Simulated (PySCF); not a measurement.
Gas-phase reaction: 3 GaBr + GaH3 ⇌ 3 GaH + GaBr3. Level: PBE0/def2-QZVP†; standard pressure 1 bar.

Energies from PySCF, thermal terms from the rigid-rotor harmonic-oscillator model, ideal gas at 1 bar. † marks an energy on the PBE0/def2-TZVP geometry and frequencies. All species are closed-shell singlets. Br, Ga: all electrons, no relativistic terms. GaH3, GaH: computed as isolated molecules; such fragments, hydroxides, amides, oligomers or adducts are transient or little studied in the gas. The harmonic model lacks anharmonicity and excited electronic states, which grow with temperature; levels with a mode under 35 cm⁻¹ are left out. Soft modes under 120 cm⁻¹ make the harmonic entropy rough for GaBr3.

```tsv
T (K)	1000/T (1/K)	log10 K
1000	1.0000	-14.49
1200	0.8333	-12.09
1400	0.7143	?
1600	0.6250	-9.09
1800	0.5556	-8.08
2000	0.5000	-7.28
```

Q: Fit log10 K = a + b·(1000/T) to the five rows, get the mean ΔH° and ΔS°, and predict log10 K at 1400 K.

A: Means: 1000/T = 0.7028, log10 K = -10.206. Sums of products about the means: Sxy = -2.51223, Sxx = 0.174207, so b = Sxy/Sxx = -14.42 and a = -10.206 − (-14.42)×0.7028 = -0.07.
ΔH° = −R ln 10 × 1000 K × b = −19.145 × (-14.42) = 276 kJ; ΔS° = R ln 10 × a = -1 J/K. The run's own values go from 275 kJ and -3 J/K at 1000 K to 278 kJ and 0 J/K at 2000 K.
Prediction at 1400 K: -0.07 + (-14.42)×0.7143 = -10.37. The computed value is -10.38, 0.01 from the line.
For scale, ΔH°(298 K) is 269 kJ at this level, 260 kJ at ωB97M-V/def2-TZVP†, and runs from 237 to 287 kJ over the 20 levels computed.
